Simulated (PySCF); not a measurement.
PySCF input file for pentane (C5H12), SMILES CCCCC, KT2/pcSseg-1. The structure is a stationary point at B3LYP-D3(BJ)/def2-SVP. Other conformers were not sampled.

```python
import numpy as np
from pyscf import gto, scf, dft
from pyscf.prop.nmr import rks as nmr

mol = gto.M(
    atom='''
    C     2.37252029    0.52602054    0.32257840
    C     0.98852040   -0.09922349    0.49176269
    C     0.09044697    0.08987297   -0.73375936
    C    -1.28626215   -0.57725195   -0.63201196
    C    -2.18858705   -0.00479838    0.46237308
    H     2.90655531    0.08789119   -0.53724238
    H     2.99924290    0.37665583    1.21611447
    H     2.29954060    1.61196879    0.14420091
    H     1.09195221   -1.18018435    0.69899533
    H     0.50096435    0.33258168    1.38269126
    H    -0.04203771    1.17205447   -0.92196516
    H     0.61558345   -0.30680192   -1.62128655
    H    -1.79761126   -0.48291433   -1.60571045
    H    -1.15070502   -1.66187066   -0.46719546
    H    -3.18245610   -0.47978194    0.45053645
    H    -1.76463342   -0.15752620    1.46751931
    H    -2.33622600    1.08020935    0.32768531
    ''',
    basis='pcSseg-1',
    charge=0,
    spin=0,
    max_memory=1600,
    verbose=3,
)
mf = dft.RKS(mol, xc='kt2')
mf.grids.level = 3
mf.conv_tol = 1e-10
mf.max_cycle = 100
mf.kernel()
n = nmr.NMR(mf)
n.verbose = 2
n.max_cycle_cphf = 60
sigma = n.kernel()
print('atom   isotropic/ppm   span/ppm')
for i, s in enumerate(sigma):
    w = np.linalg.eigvalsh((s + s.T) / 2)
    print(f'{mol.atom_symbol(i):2s}{i + 1:3d} {w.mean():14.3f} {w[2] - w[0]:11.3f}')
```

Program output:

```
converged SCF energy = -201.174836364502
atom   isotropic/ppm   span/ppm
C   1        165.807      31.039
C   2        157.203      24.428
C   3        145.160      31.221
C   4        155.514      17.615
C   5        168.021      30.538
H   6         30.271       9.486
H   7         29.876      11.325
H   8         30.321       9.583
H   9         30.257       9.505
H  10         29.593       9.626
H  11         30.093       7.665
H  12         29.734       9.202
H  13         29.530      11.318
H  14         29.872       9.209
H  15         30.062      11.086
H  16         30.009       9.437
H  17         30.558       9.376
```

The calculation finished and met its thresholds.
